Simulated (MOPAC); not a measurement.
Input file for MOPAC: AM1 on SbMo, 2S+1 = 4, a spin state set in the input, which need not be the lowest, a point of a bond scan (R = 2.376 Å).

```
AM1 1SCF PRECISE CHARGE=0 UHF MS=1.5 THREADS=1
MoSb

Mo     0.00000000 1     0.00000000 1     0.00000000 1
Sb     0.00000000 1     0.00000000 1     2.37616100 1
```

The log:

```
*******************************************************************************
 **                                                                           **
 **                              MOPAC v23.2.5                                **
 **                                                                           **
 *******************************************************************************
 ** MOPAC's Digital Object Identifier: https://doi.org/10.5281/zenodo.6511958 **
 **                                                                           **
 ** Please cite the open-source release paper for use of this MOPAC version:  **
 ** J. E. Moussa and J. J. P. Stewart (2026)                                  **
 ** MOPAC: An open-source semiempirical molecular orbital program             **
 ** J. Open Source Softw., 11(119), 8025, https://doi.org/10.21105/joss.08025 **
 *******************************************************************************

                              AM1 CALCULATION RESULTS

 *******************************************************************************
 *  AM1        - The AM1 Hamiltonian to be used
 *  UHF        - UNRESTRICTED HARTREE-FOCK CALCULATION
 *
 *
 *
 *                 CHARGE ON SYSTEM = 0
 *
 *
 *
 *  MS=        - IN MECI, MAGNETIC COMPONENT OF SPIN =  1.5
 *  PRECISE    - TIGHTER CRITERIA TO BE USED
 *  1SCF       - DO 1 SCF AND THEN STOP
 *  THREADS=1  - MULTI-THREADING NOT USED
 *  T=         - A TIME OF 172800.0 SECONDS REQUESTED
 *  DUMP=N     - RESTART FILE WRITTEN EVERY 7200.0 SECONDS REQUESTED
 *******************************************************************************
AM1 1SCF PRECISE CHARGE=0 UHF MS=1.5 THREADS=1
 MoSb

   ATOM   CHEMICAL          X               Y               Z
  NUMBER   SYMBOL      (ANGSTROMS)     (ANGSTROMS)     (ANGSTROMS)

     1      Mo          0.00000000  *   0.00000000  *   0.00000000  *
     2      Sb          0.00000000  *   0.00000000  *   2.37616100  *



          CARTESIAN COORDINATES

    NO.       ATOM           X           Y           Z

     1        Mo          0.0000      0.0000      0.0000
     2        Sb          0.0000      0.0000      2.3762

 Mo: (AM1): A.A. Voityuk, N. Roesch J. Phys. Chem. A 104, 4089 (2000).
 Sb: (AM1): J. J. P. STEWART, J. MOL. MOD., 10, 155-164 (2004)

           Empirical Formula: Mo Sb  =     2 atoms



      MOLECULAR POINT GROUP   :   C*v


          UHF CALCULATION, NO. OF ALPHA ELECTRONS =    7
                           NO. OF BETA  ELECTRONS =    4

 -------------------------------------------------------------------------------
 AM1 1SCF PRECISE CHARGE=0 UHF MS=1.5 THREADS=1
 MoSb



     1SCF WAS SPECIFIED, SO BFGS WAS NOT USED
     SCF FIELD WAS ACHIEVED


                              AM1 CALCULATION
                                                       MOPAC v23.2.5 Linux




          FINAL HEAT OF FORMATION =       3743.42205 KCAL/MOL =   15662.47786 KJ/MOL


          COSMO AREA              =        118.92 SQUARE ANGSTROMS
          COSMO VOLUME            =        114.86 CUBIC ANGSTROMS

          IONIZATION POTENTIAL    =          6.996686 EV
          ALPHA SOMO LUMO (EV)    =         -8.548 -0.346
          BETA  SOMO LUMO (EV)    =         -6.997  0.985
          NO. OF ALPHA ELECTRONS  =          7
          NO. OF BETA  ELECTRONS  =          4
          MOLECULAR WEIGHT        =        217.6900         POINT GROUP:  C*v

          MOLECULAR DIMENSIONS (Angstroms)

            Atom       Atom       Distance
           Sb     2   Mo     1     2.37616
           Sb     2   Mo     1     0.00000
           Mo     1   Sb     2     0.00000


          SCF CALCULATIONS        =          1





   ATOM   CHEMICAL          X               Y               Z
  NUMBER   SYMBOL      (ANGSTROMS)     (ANGSTROMS)     (ANGSTROMS)

     1      Mo          0.00000000  *   0.00000000  *   0.00000000  *
     2      Sb          0.00000000  *   0.00000000  *   2.37616100  *

                             CARTESIAN COORDINATES

   1   Mo        0.000000000     0.000000000     0.000000000
   2   Sb        0.000000000     0.000000000     2.376161000


           Empirical Formula: Mo Sb  =     2 atoms



      MOLECULAR POINT GROUP   :   C*v


          ALPHA EIGENVALUES
 -18.36517  -9.84983  -9.84983  -9.60802  -9.60802  -9.57017  -8.54758  -0.34636
  -0.34636   1.63682  15.32636  15.32636  16.52766


           BETA EIGENVALUES
 -19.06681  -8.47668  -6.99669  -6.99669   0.98519   3.34364   3.34364   3.76070
   3.76070   3.91365  17.87313  17.88203  17.88203


              NET ATOMIC CHARGES AND DIPOLE CONTRIBUTIONS

  ATOM NO.   TYPE          CHARGE      No. of ELECS.   s-Pop       p-Pop       d-Pop
    1         Mo           0.139567        5.8604     0.98106     0.04921     4.83016
    2         Sb          -0.139567        5.1396     1.91459     3.22498
 DIPOLE           X         Y         Z       TOTAL
 POINT-CHG.     0.000     0.000    -1.593     1.593
 HYBRID         0.000     0.000    -2.876     2.876
 SUM            0.000     0.000    -4.469     4.469


          ATOMIC ORBITAL ELECTRON POPULATIONS

     Atom    s        px        py        pz      x^2-y^2     xz        z^2       yz        xy
    1 Mo   0.98106   0.00486   0.00486   0.03950   1.00000   0.96893   0.89229   0.96893   1.00000
    2 Sb   1.91459   1.02621   1.02621   1.17255


                    (SZ)    =    1.500000
                    (S**2)  =    5.235423


          ATOMIC ORBITAL SPIN POPULATIONS

    Atom   Total    s     px     py     pz   x^2-y^2  xz     z^2    yz     xy
         Atomic
    1 Mo  4.7882  0.338 -0.005 -0.005  0.001  1.000  0.858  0.742  0.858  1.000
    2 Sb -1.7882 -0.004 -0.853 -0.853 -0.078

 **********************
 *                    *
 * JOB ENDED NORMALLY *
 *                    *
 **********************




 == MOPAC DONE ==
```

The run finished. Its determinant has ⟨S²⟩ = 5.24, a mixture of spin states.

Cost: around 0.03 core-seconds (rough).
